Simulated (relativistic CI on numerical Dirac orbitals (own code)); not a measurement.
Bi²⁷⁺: sensitivity of the levels to the model

Base calculation: Dirac-Coulomb-Breit CI, KLI orbitals optimised for each configuration, QED by a radiative potential, unscaled Slater integrals.

Configuration list (outside the closed core [Ar] 3d10): 4s²4p⁶4d¹⁰4f¹⁰, 4s²4p⁶4d¹⁰4f⁹5s, 4s²4p⁶4d¹⁰4f⁸5s², 4s²4p⁶4d⁹4f¹¹, 4s²4p⁶4d⁸4f¹², 4s²4p⁵4d¹⁰4f¹¹, 4s²4p⁶4d¹⁰4f⁹6s, 4s4p⁶4d¹⁰4f¹¹, 4s²4p⁴4d¹⁰4f¹², 4p⁶4d¹⁰4f¹², 4s4p⁶4d⁹4f¹², 4s4p⁵4d¹⁰4f¹². Levels of other configurations are missing.

Variants: (1) P86 correlation estimate; (2) QED terms removed; (3) only the first 3 configurations. Shifts of the energy above 4s²4p⁶4d¹⁰4f¹⁰ ⁵I8, in cm⁻¹, for the lowest level and the first level of each name with at least 55 % of one term (blank where a level changes its place among those of its configuration and J or its character, or is not in the variant):

```csv
Level,Base,Δ(1),Δ(2),Δ(3)
4s²4p⁶4d¹⁰4f¹⁰ ⁵I8,0.0,0.0,0.0,0.0
4s²4p⁶4d¹⁰4f¹⁰ ⁵I7,39970.3,0.0,-170.1,-95.5
4s²4p⁶4d¹⁰4f¹⁰ ⁵G6,77962.0,+0.8,-167.4,+2104.7
4s²4p⁶4d¹⁰4f¹⁰ ⁵F3,83206.7,+1.4,-169.4,+3628.6
4s²4p⁶4d¹⁰4f¹⁰ ³L9,93297.2,-0.3,-150.9,-1093.0
4s²4p⁶4d¹⁰4f¹⁰ ³M10,110666.3,-0.6,-163.4,-1942.0
4s²4p⁶4d¹⁰4f¹⁰ ⁵F2,122497.0,+1.5,-289.0,+4028.9
4s²4p⁶4d¹⁰4f¹⁰ ³P0,125039.8,+2.3,-166.6,+5936.4
4s²4p⁶4d¹⁰4f¹⁰ ³P1,130143.9,+1.6,-287.5,+4346.0
4s²4p⁶4d¹⁰4f¹⁰ ⁵G4,143432.0,+1.4,-330.9,+3874.2
4s²4p⁶4d¹⁰4f¹⁰ ³M9,150707.5,-0.5,-331.8,-1741.8
4s²4p⁶4d¹⁰4f¹⁰ ⁵D1,150899.3,+2.0,-249.6,+5281.0
```

At this charge energies of transitions that change n are usually good to better than 1 %, and those within a shell (Δn = 0) to a few per cent. Terms inside the open d or f shell come out 10 to 20 % too wide with unscaled integrals.

Ionisation energy from the two ground configurations alone: base 934.102 eV; P86 correlation estimate 936.205 eV. The NIST ASD value (theoretical) is 930 eV.

LS names give the leading component of a level, which can be under half, so a name can repeat, a term be missing and a line seem to break the LS rules.
